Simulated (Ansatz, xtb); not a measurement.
B2F2H5P: 9 structures ranked

9 gas-phase structures of B2F2H5P, from a drawn sample of its isomers (lower ones may exist). Each was relaxed with GFN2-xTB; where two conformers were screened, the lower at r2SCAN-D4/def2-SVP is listed:

A. `FB[PH2+][BH2-]F`, a singlet
B. `[BH3-][P@H+](F)BF`, a singlet
C. `B[BH2-][PH+](F)F`, a singlet
D. `B[P+]([BH3-])(F)F`, a singlet
E. `FB[BH2-][PH2+]F`, a singlet
F. `FB(F)[BH2-][PH3+]`, a singlet
G. `[BH3-][PH2+]B(F)F`, a singlet
H. `B[P@H+](F)[BH2-]F`, a singlet
I. `FB[B@H-](F)[PH3+]`, a singlet

Question: Estimate their order in r2SCAN-D4/def2-SVP energy at these geometries, lowest first.

Answer: Calculated order at r2SCAN-D4/def2-SVP: F (0.0), G (15.0), A (100.7), I (133.4), B (185.1), E (185.5), H (263.8), D (297.7), C (309.0) kJ/mol. Less than 1 kcal/mol parts B and E, so the order within that pair means little.

Energies above the lowest of each column, in kJ/mol; the last columns are at B3LYP-D3(BJ)/def2-SVP geometries and were run for some of them only (a dash: not run or not comparable):

```json
{"structure": "F", "GFN2-xTB": "12.6", "HF/STO-3G": "47.5", "r2SCAN-D4/def2-SVP": "0.0", "B3LYP-D3(BJ)/def2-SVP": "0.0", "CCSD(T)/def2-SVP + ΔMP2/def2-TZVPP": "0.0"}
{"structure": "G", "GFN2-xTB": "0.0", "HF/STO-3G": "0.0", "r2SCAN-D4/def2-SVP": "15.0", "B3LYP-D3(BJ)/def2-SVP": "13.1", "CCSD(T)/def2-SVP + ΔMP2/def2-TZVPP": "15.4"}
{"structure": "A", "GFN2-xTB": "10.5", "HF/STO-3G": "87.9", "r2SCAN-D4/def2-SVP": "100.7", "B3LYP-D3(BJ)/def2-SVP": "81.7", "CCSD(T)/def2-SVP + ΔMP2/def2-TZVPP": "91.4"}
{"structure": "I", "GFN2-xTB": "74.3", "HF/STO-3G": "183.5", "r2SCAN-D4/def2-SVP": "133.4", "B3LYP-D3(BJ)/def2-SVP": "–", "CCSD(T)/def2-SVP + ΔMP2/def2-TZVPP": "–"}
{"structure": "B", "GFN2-xTB": "18.2", "HF/STO-3G": "226.4", "r2SCAN-D4/def2-SVP": "185.1", "B3LYP-D3(BJ)/def2-SVP": "–", "CCSD(T)/def2-SVP + ΔMP2/def2-TZVPP": "–"}
{"structure": "E", "GFN2-xTB": "47.5", "HF/STO-3G": "289.0", "r2SCAN-D4/def2-SVP": "185.5", "B3LYP-D3(BJ)/def2-SVP": "–", "CCSD(T)/def2-SVP + ΔMP2/def2-TZVPP": "–"}
{"structure": "H", "GFN2-xTB": "32.2", "HF/STO-3G": "327.7", "r2SCAN-D4/def2-SVP": "263.8", "B3LYP-D3(BJ)/def2-SVP": "–", "CCSD(T)/def2-SVP + ΔMP2/def2-TZVPP": "–"}
{"structure": "D", "GFN2-xTB": "34.6", "HF/STO-3G": "425.0", "r2SCAN-D4/def2-SVP": "297.7", "B3LYP-D3(BJ)/def2-SVP": "–", "CCSD(T)/def2-SVP + ΔMP2/def2-TZVPP": "–"}
{"structure": "C", "GFN2-xTB": "86.6", "HF/STO-3G": "487.6", "r2SCAN-D4/def2-SVP": "309.0", "B3LYP-D3(BJ)/def2-SVP": "–", "CCSD(T)/def2-SVP + ΔMP2/def2-TZVPP": "–"}
```

CCSD(T)/def2-SVP + ΔMP2/def2-TZVPP puts F lowest of those it was run on; GFN2-xTB picks G, HF/STO-3G picks G. Some further structures that were screened fall inside this span and aren't listed. Flexible structures stand in one conformer each, not always the lowest. Frequencies (B3LYP-D3(BJ)/def2-SVP) were run for A, F, G alone. ΔMP2 is the change of the MP2 energy from the smaller to the larger basis.

Over these structures GFN2-xTB departs from r2SCAN-D4/def2-SVP by 82.2 kJ/mol on average once a common shift is removed. A GFN2-xTB relaxation took about 0.57 s and the r2SCAN-D4/def2-SVP energy about 3.3 s on a shared host (Ansatz 0.2.0, xtb 6.7.1).
